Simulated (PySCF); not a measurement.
**Splitting trees**

Molfile (atoms numbered from 1):
```
C6H14O
     RDKit          3D

 21 20  0  0  0  0  0  0  0  0999 V2000
    2.9407    0.1526   -0.8450 C   0  0  0  0  0  0  0  0  0  0  0  0
    2.3176   -0.5084    0.3716 C   0  0  0  0  0  0  0  0  0  0  0  0
    0.9241   -0.6296    0.3023 O   0  0  0  0  0  0  0  0  0  0  0  0
    0.2092    0.5563    0.4930 C   0  0  0  0  0  0  0  0  0  0  0  0
   -1.2785    0.2486    0.5437 C   0  0  0  0  0  0  0  0  0  0  0  0
   -1.7428   -0.4295   -0.7389 C   0  0  0  0  0  0  0  0  0  0  0  0
   -2.0696    1.5160    0.8378 C   0  0  0  0  0  0  0  0  0  0  0  0
    4.0388    0.1214   -0.7768 H   0  0  0  0  0  0  0  0  0  0  0  0
    2.6369   -0.3731   -1.7629 H   0  0  0  0  0  0  0  0  0  0  0  0
    2.6452    1.2082   -0.9417 H   0  0  0  0  0  0  0  0  0  0  0  0
    2.6076    0.0391    1.2926 H   0  0  0  0  0  0  0  0  0  0  0  0
    2.7035   -1.5348    0.4750 H   0  0  0  0  0  0  0  0  0  0  0  0
    0.5249    1.0460    1.4387 H   0  0  0  0  0  0  0  0  0  0  0  0
    0.4023    1.2848   -0.3227 H   0  0  0  0  0  0  0  0  0  0  0  0
   -1.4231   -0.4595    1.3794 H   0  0  0  0  0  0  0  0  0  0  0  0
   -1.6462    0.2540   -1.5996 H   0  0  0  0  0  0  0  0  0  0  0  0
   -2.7989   -0.7323   -0.6691 H   0  0  0  0  0  0  0  0  0  0  0  0
   -1.1361   -1.3218   -0.9459 H   0  0  0  0  0  0  0  0  0  0  0  0
   -1.9334    2.2626    0.0375 H   0  0  0  0  0  0  0  0  0  0  0  0
   -3.1468    1.3019    0.9073 H   0  0  0  0  0  0  0  0  0  0  0  0
   -1.7590    1.9813    1.7866 H   0  0  0  0  0  0  0  0  0  0  0  0
  1  2  1  0
  2  3  1  0
  3  4  1  0
  4  5  1  0
  5  6  1  0
  5  7  1  0
  1  8  1  0
  1  9  1  0
  1 10  1  0
  2 11  1  0
  2 12  1  0
  4 13  1  0
  4 14  1  0
  5 15  1  0
  6 16  1  0
  6 17  1  0
  6 18  1  0
  7 19  1  0
  7 20  1  0
  7 21  1  0
M  END
```

[PySCF 2.14.0 with density-fitted response routines: shielding tensors at HF/pcSseg-1 (GIAO); structure optimised with PBE0-D3(BJ)/def2-SVP; couplings computed with B3LYP/pcJ-1 (without the spin–dipole term); fast rotation and ring inversion assumed for equivalent nuclei; non-relativistic; gas phase; a single conformation]

δ = σ(ref) − σ, references computed at the same level: TMS for ¹³C and ¹H.

Spectrometer: 600 MHz for ¹H. First-order analysis; couplings under 1 Hz (under 4 Hz in carbon signals) are ignored, and nearly equal couplings are merged; the smaller ones broaden or split the lines further.

(1) What pattern does C4 show in the proton-coupled ¹³C spectrum?

(2) What pattern does H11/H12 show (¹H)?

(3) What pattern does H16/H17/H18/H19/H20/H21 show (¹H)?

(4) What pattern does H15 show (¹H)?

Results:

(1) A triplet of triplets of octets at δ 67.9: 141.0 Hz to H13/H14 (2 × ¹H, 1 bond away), 7.3 Hz to H11/H12 (2 × ¹H, 3 bonds away), 5.9 Hz to H16/H17/H18/H19/H20/H21 and H15 (7 × ¹H, 2 or 3 bonds away).

(2) A quartet at δ 3.21: 7.8 Hz to H8/H9/H10 (3 × ¹H, 3 bonds away). Lines in Hz from the centre (relative intensity): +11.7 (1), +3.9 (3), -3.9 (3), -11.7 (1). The outer lines are 23.4 Hz apart, the sum of the couplings kept, or 0.039 ppm at this field.

(3) A doublet at δ 0.89: 7.4 Hz to H15 (1 × ¹H, 3 bonds away). Lines in Hz from the centre (relative intensity): +3.7 (1), -3.7 (1). The outer lines are 7.4 Hz apart, the sum of the couplings kept, or 0.012 ppm at this field.

(4) A nonet at δ 1.34: 7.3 Hz to H16/H17/H18/H19/H20/H21 and H13/H14 (8 × ¹H, 3 bonds away). Lines in Hz from the centre (relative intensity): +29.2 (1), +21.9 (8), +14.6 (28), +7.3 (56), +0.0 (70), -7.3 (56), -14.6 (28), -21.9 (8), -29.2 (1). The outer lines are 58.4 Hz apart, the sum of the couplings kept, or 0.097 ppm at this field.

Unscaled 3J(H,H) at this level run about 10 % above measured values. Vicinal H,H couplings across rotating CH2–CH2 and CH–CH2 bonds are estimated from the computed gauche and anti values for equal rotamer populations, (2 J gauche + J anti)/3.
